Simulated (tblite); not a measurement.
Species: C4H11AlOS.
Bonds: C1–C2, C2–O3, O3–Al4, Al4–S5, S5–C6, C6–C7. Hydrogens: H8, H9, H10 on C1; H11, H12 on C2; H13 on Al4; H14, H15 on C6; H16, H17, H18 on C7.

Computed with GFN2-xTB (tblite), gas phase: L-BFGS steps from a force-field or distance-geometry start until the largest atomic force falls under 0.01 eV/Å.

The end geometry, which sets the zero of energy:
```
atom  x, y, z in Å
C1     -3.0853   -1.4654    0.1489
C2     -3.0029   -0.2087   -0.7066
O3     -1.6918    0.2771   -0.7598
Al4    -0.1236    0.7439   -0.8317
S5      1.1660    1.0021    0.9310
C6      2.7097    1.2616   -0.0384
C7      3.3806   -0.0540   -0.3797
H8     -2.7631   -1.2431    1.1637
H9     -2.4323   -2.2329   -0.2616
H10    -4.1063   -1.8379    0.1680
H11    -3.3350   -0.4275   -1.7285
H12    -3.6487    0.5730   -0.2899
H13     0.4811    1.0679   -2.1939
H14     3.3498    1.8804    0.5880
H15     2.4596    1.8132   -0.9506
H16     3.5828   -0.6240    0.5240
H17     2.7307   -0.6485   -1.0247
H18     4.3198    0.1292   -0.8993
```

Question: These geometries come from the run, each turned onto the end geometry. Order them by energy, lowest first.
A.
```
atom  x, y, z in Å
C1     -3.0335   -1.6632   -0.0063
C2     -2.6993   -0.3240   -0.6834
O3     -1.4219    0.2157   -0.4152
Al4    -0.0590    1.1539   -0.4172
S5      1.5571    1.8209    0.9723
C6      2.8196    1.3348   -0.2959
C7      2.9839   -0.1666   -0.2350
H8     -2.5954   -1.7298    0.9871
H9     -2.6572   -2.4998   -0.5950
H10    -4.1201   -1.7580    0.0758
H11    -2.7682   -0.4667   -1.7658
H12    -3.4424    0.4270   -0.3947
H13     0.2328    1.7684   -1.7777
H14     3.7334    1.8891   -0.0712
H15     2.4646    1.6390   -1.2869
H16     3.2907   -0.4676    0.7619
H17     2.0043   -0.6218   -0.4358
H18     3.7016   -0.5450   -0.9582
```
B.
```
atom  x, y, z in Å
C1     -3.1122   -1.6592   -0.0996
C2     -2.4524   -0.3677   -0.5971
O3     -1.2241   -0.0766    0.0524
Al4    -0.1482    1.0939   -0.4389
S5      1.4644    2.0526    0.7023
C6      2.8397    1.3587   -0.3270
C7      2.9753   -0.1500   -0.1910
H8     -2.7042   -1.9688    0.8606
H9     -2.9844   -2.4710   -0.8132
H10    -4.1768   -1.4848    0.0241
H11    -2.2472   -0.4355   -1.6736
H12    -3.1180    0.4918   -0.4375
H13    -0.5218    1.6626   -1.8321
H14     3.7109    1.8867    0.0554
H15     2.6785    1.6592   -1.3611
H16     3.5396   -0.4068    0.7013
H17     1.9832   -0.6157   -0.1070
H18     3.4888   -0.5629   -1.0591
```
C.
```
atom  x, y, z in Å
C1     -2.7871   -1.5091    0.0997
C2     -2.9166   -0.2153   -0.6941
O3     -1.6931    0.4601   -0.7386
Al4    -0.1707    1.0581   -0.8223
S5      1.1530    1.4236    0.8964
C6      2.6929    1.2486   -0.0980
C7      3.0529   -0.2108   -0.2891
H8     -2.4918   -1.2800    1.1214
H9     -2.0200   -2.1396   -0.3482
H10    -3.7324   -2.0461    0.1039
H11    -3.2299   -0.4327   -1.7218
H12    -3.6660    0.4410   -0.2359
H13     0.3888    1.4114   -2.1972
H14     3.4624    1.7787    0.4596
H15     2.5449    1.7486   -1.0606
H16     3.2064   -0.6939    0.6730
H17     2.2384   -0.7270   -0.8051
H18     3.9589   -0.3093   -0.8840
```
D.
```
atom  x, y, z in Å
C1     -3.0206   -1.4850    0.1349
C2     -2.9601   -0.2148   -0.7015
O3     -1.6553    0.2833   -0.7723
Al4    -0.0969    0.7835   -0.8410
S5      1.1470    1.1516    0.9363
C6      2.7038    1.2906   -0.0361
C7      3.2637   -0.0793   -0.3672
H8     -2.6534   -1.2853    1.1390
H9     -2.3966   -2.2549   -0.3134
H10    -4.0458   -1.8419    0.1895
H11    -3.3066   -0.4255   -1.7190
H12    -3.6081    0.5524   -0.2614
H13     0.5363    1.0859   -2.1973
H14     3.3903    1.8647    0.5860
H15     2.5017    1.8484   -0.9579
H16     3.4566   -0.6454    0.5415
H17     2.5417   -0.6348   -0.9732
H18     4.1933    0.0128   -0.9281
```
E.
```
atom  x, y, z in Å
C1     -2.8877   -1.4994    0.1211
C2     -2.9310   -0.2176   -0.6979
O3     -1.6586    0.3565   -0.7849
Al4    -0.1131    0.8934   -0.8598
S5      1.1234    1.3375    0.9055
C6      2.7000    1.2882   -0.0435
C7      3.1212   -0.1368   -0.3387
H8     -2.4988   -1.2775    1.1113
H9     -2.2318   -2.2269   -0.3534
H10    -3.8846   -1.9211    0.2122
H11    -3.2972   -0.4305   -1.7093
H12    -3.6073    0.5060   -0.2279
H13     0.5011    1.1558   -2.2305
H14     3.4320    1.8017    0.5774
H15     2.5651    1.8488   -0.9733
H16     3.2106   -0.7070    0.5837
H17     2.3701   -0.6167   -0.9744
H18     4.0777   -0.1479   -0.8586
```

Answer: D (0.004 eV), E (0.008 eV), C (0.021 eV), A (0.293 eV), B (0.696 eV).

In the order of the answer:

| step | E above end (eV) | largest force (eV/Å) | rms force component (eV/Å) | rms distance from end (Å) | rms bond change (Å) | bond most changed (Å) |
| --- | --- | --- | --- | --- | --- | --- |
| 126 | 0.004 | 0.07 | 0.020 | 0.097 | 0.001 | C7–H17 +0.002 |
| 103 | 0.008 | 0.05 | 0.015 | 0.226 | 0.001 | C7–H17 +0.003 |
| 67 | 0.021 | 0.04 | 0.014 | 0.335 | 0.001 | C7–H17 +0.002 |
| 26 | 0.293 | 0.28 | 0.096 | 0.582 | 0.011 | Al4–S5 +0.034 |
| 9 | 0.696 | 0.30 | 0.085 | 0.783 | 0.011 | O3–Al4 +0.026 |

What follows is the cost of the whole relaxation. The run took 2.0 s wall on Arm Neoverse N1, one thread, shared host.
